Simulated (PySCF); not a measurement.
Compound: C7H10S2.
Numbering: `[CH:1]#[C:2][C@H:3]([S:4][S:5][CH3:6])[CH:7]1[CH2:8][CH2:9]1`

Geometry (GFN2-xTB, Å), atoms numbered from 1 in this order:
```
atom  x, y, z in Å
C1     0.6068    2.4134   -0.3251
C2     0.2084    1.3020   -0.1213
C3    -0.2253   -0.0576    0.0705
S4     0.8972   -1.2070   -0.9067
S5     2.5776   -1.2303    0.2149
C6     3.5655    0.1197   -0.5149
C7    -1.6407   -0.2737   -0.3938
C8    -2.3936   -1.4778    0.0855
C9    -2.7633   -0.1182    0.5906
H10    0.9388    3.3961   -0.4830
H11   -0.1009   -0.3593    1.1139
H12    4.4723    0.1870    0.0760
H13    3.0007    1.0444   -0.4545
H14    3.8013   -0.1263   -1.5452
H15   -1.8134    0.0573   -1.4105
H16   -3.0582   -1.9728   -0.6050
H17   -1.8890   -2.1537    0.7589
H18   -2.5118    0.1348    1.6096
H19   -3.6823    0.3313    0.2479
```

NICS = −σ at a ghost point: NICS(0) at the centroid of the ring atoms, NICS(1) 1 Å to either side along the normal of their mean plane, zz for the tensor component along that normal. Level: GIAO PBE0/pcSseg-1 (PySCF, non-relativistic, gas phase) on the GFN2-xTB geometry, one conformer.

Ring bond lengths (Å), with Mayer bond orders in brackets: C7–C8 1.499 (0.95), C8–C9 1.497 (0.99), C9–C7 1.501 (0.94).

Question: What do the NICS probes read (ppm)?

Answer: 
```
    ring                                            type  NICS(0)  NICS(1), two faces  NICS(1)zz, two faces  rms pucker (Å)  centre to ring atoms, mean (Å)
C7–C8–C9  3-membered carbocycle; formal bonds all single    -43.3         -8.4 / -8.8         -20.4 / -23.8            0.00                            0.87
```

Question: What can be read from them?

Answer: 
- C7–C8–C9: mean NICS(1)zz -22.1 ppm, shielded. C7, C8, C9 have four or more neighbours, so the value isn't read as a sign of a π ring current. The two faces differ by 3.4 ppm, so no symmetry operation interchanges them. NICS(0) lies 35 ppm below the mean NICS(1).

Question: At the second NICS(1) probe listed for ring C7–C8–C9, 1 Å off the ring, how large is the induced field along the normal in 9.4 T applied along it?

Answer: NICSzz × B0 = -23.8 ppm × 9.4 T = -224 μT, against the applied field.
